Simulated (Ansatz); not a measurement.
PBE exchange is replaced step by step with exact exchange (0 % is PBE, 25 % PBE0; no dispersion term), basis def2-TZVP, Ansatz. System: SiMo₃ (the lowest singlet isomer of a short search). Total charge 0; singlet. Geometry: PBE0-D4/def2-SVP, each spin state at its own.

Left out: 35, 50 %, where a state is spin-contaminated, unstable or flagged.

Geometry of the singlet:

```xyz
4

Mo   -0.6130   -1.1267   -0.5465
Mo    1.1017   -0.4676    0.7149
Mo   -0.8904    0.5037    0.9474
Si    0.4017    1.0906   -1.1157
```

In the def2 sets Mo takes a core potential; there is no spin–orbit coupling. At PBE0-D4/def2-TZVP the charge 0 triplet is spin-contaminated (final ⟨S²⟩ up to 2.17, 2.00 for a pure state). The structure comes from a short search, and lower isomers may exist.

| exact exchange (%) | HOMO (eV) | LUMO (eV) | gap (eV) | triplet − singlet (kJ/mol) |
| --- | --- | --- | --- | --- |
| 0 | -4.33 | -3.22 | 1.11 | 35.8 |
| 5 | -4.46 | -3.02 | 1.44 | 33.6 |
| 15 | -4.73 | -2.65 | 2.08 | 27.8 |
| 25 | -5.01 | -2.31 | 2.70 | 19.6 |

Question: Fit a straight line to the column «triplet − singlet (kJ/mol)» against the share of exact exchange and predict its value at 10 %.

Answer: With x = exact exchange (%) and y = triplet − singlet (kJ/mol): mean x = 11.25, mean y = 29.2; Σ(x − x̄)(y − ȳ) = -239, Σ(x − x̄)² = 368.8; slope b = -0.648, intercept a = ȳ − b·x̄ = 36.49. The residuals of the fitted rows reach 1.0. At x = 10 the line gives 36.49 + (-0.648 × 10) = 30.0; the run gave 31.0, 1.0 more than the line.
